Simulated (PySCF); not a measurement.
C₆ coefficients of unlike pairs at PBE

Calculated with PySCF 2.14 from the dipole response of each species, C₆(A,B) = (3/π) ∫ α_A(iu) α_B(iu) du, in atomic units, from isotropic polarisabilities. For ions this is the dispersion term alone; charge-induced terms of lower order in 1/R come first.

```csv
species,configuration,basis,relativity,α (bohr³),C₆ (like pair)
Se²⁺,[Ar] 3d10 4s2 4p2 (3P),"aug-cc-pVTZ-PP with one added diffuse shell each of s, d, f type with ECP10MDF (7s5p5d3f)",core potential,9.359,42.84
Xe⁺,[Kr] 4d10 5s2 5p5 (2P),aug-cc-pwCVTZ-DK3 (10s9p7d4f1g),spin-free X2C,18.42,161.2
Fe⁺,[Ar] 3d6 4s1 (6D),def2-TZVPPD (6s6p4d2f1g),none,25.27,116.7
B²⁺,[He] 2s1 (2S),aug-cc-pVDZ-DK (4s3p2d),spin-free X2C,7.134,9.545
```

(1) Estimate C₆ for B²⁺ with Fe⁺.

No spin-orbit coupling is included.

The other pairs:

| pair | C₆ |
| --- | --- |
| Fe⁺, Se²⁺ | 65.23 |
| Fe⁺, Xe⁺ | 127.1 |
| Xe⁺, Se²⁺ | 83.03 |
| B²⁺, Se²⁺ | 18.26 |
| B²⁺, Xe⁺ | 35.45 |

Results:

(1) The integral gives 33.14. The combination rule 2 C_A C_B / (C_A α_B/α_A + C_B α_A/α_B) gives 33.37 and the geometric mean 33.37.
